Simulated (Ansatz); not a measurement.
Task: Name a neutral molecule of C, O and H with HOMO–LUMO gap (ωB97M-V/def2-TZVPP) between 13.45 and 13.75 eV and HOMO energy (PBE/def2-TZVPP) between -6.80 and -6.50 eV (Ansatz, PBE0-D4/def2-TZVP geometry).

Result: `COC(=O)OC` (13.74 eV, -6.67 eV); `CCOC(=O)OC` (13.63 eV, -6.62 eV). Other molecules can fit too; these were computed, each in one conformer that needn't be the lowest.
